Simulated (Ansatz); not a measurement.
Reaction (formal exchange of groups at a B–Si bond): `N[B]([SiH3])[GaH2]` + `CNCN` → `C[B](N)[GaH2]` + `NCN[SiH3]`

Computed with Ansatz on PBE0-D4/def2-TZVP structures; ΔE is electronic, products minus reactants. CCSD(T)/CBS is the MP2 limit (def2-TZVPP, def2-QZVPP) plus CCSD(T) − MP2 in def2-TZVPP, frozen cores. Functionals use def2-TZVPP. For Ga outer-core shells are correlated without core-valence functions, which leaves a few kJ/mol of doubt a bond. Scalar relativity is left out up to krypton. Each species was taken in one conformer, which may not be the lowest.

| level | ΔE (kJ/mol) |
| --- | --- |
| B2PLYP | -129.5 |
| PBE0 | -118.1 |
| HF/def2-QZVPP | -140.0 |
| MP2/CBS(def2) | -137.9 |

(1) What does CCSD(T)/CBS give? (An estimate is asked.)

Largest T1 diagnostic among the species: 0.014.

Answers

(1) Computed: -127.4 kJ/mol. The listed levels differ from it by -2.1, 9.3, -12.6, -10.5 kJ/mol.

In def2-TZVPP, CCSD(T) changes the Hartree–Fock value by +14.8 kJ/mol (the triples alone add +2.8 kJ/mol) and MP2 by +4.2 kJ/mol. From PBE to PBE0 (25 % exact exchange), in def2-TZVPP and without D4, ΔE moves by −6.5 kJ/mol.

CCSD(T)/CBS has its own doubt, a few kJ/mol and more with outer-core shells, so smaller differences from it don't rank the levels.
